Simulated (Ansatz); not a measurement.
The first iterations of a band of CH5OSSi (9 atoms, charge 1, multiplicity 1).

All numbers below come from RKS B3LYP-D4/def2-SVP in Ansatz 0.2.0.

```yaml
movable_images: 5
climbing_image: yes
spring: 5.0 eV/Å²
optimiser: quadratic models (default)
start_path: through a guess of the saddle point
force_threshold: 0.05 eV/Å
iteration_limit: 60
end_points: relaxed
```

Initial state:

```xyz
9
Properties=species:S:1:pos:R:3
Si 0.868 0.076 -0.928
C -0.859 -0.017 -0.029
O -1.179 0.955 0.931
S -0.996 -0.510 1.759
H 1.106 -1.279 -1.475
H 1.811 0.458 0.154
H 0.664 1.129 -1.950
H -1.746 -0.418 -0.550
H 0.330 -0.395 2.089
```

Final state:

```xyz
9
Properties=species:S:1:pos:R:3
Si 0.903 -0.022 -0.897
C -0.732 -0.446 0.077
O -1.645 0.584 0.355
S -0.982 0.104 1.837
H 0.450 0.061 -2.305
H 1.838 -1.134 -0.615
H 1.333 1.279 -0.324
H -1.214 -1.433 -0.031
H 0.048 1.007 1.902
```

| iteration | highest image above the first end (eV) | largest band force component (eV/Å) |
| --- | --- | --- |
| 1 | 0.682 | 2.785 |
| 2 | 0.182 | 1.847 |

Question: Does the band converge within its limit, and where does its top end?

Answer: It converged. It ended after 6 iterations with the highest image 0.081 eV above the first end. A vibrational analysis at the climbing image gives one clearly imaginary mode, 137i cm⁻¹: a first-order saddle point. Limits of this set-up: the dipole of an ion depends on the origin.

The run took 2.1 min on 1 thread of Arm Neoverse V1, with other jobs on the host, peak memory 0.18 GiB.
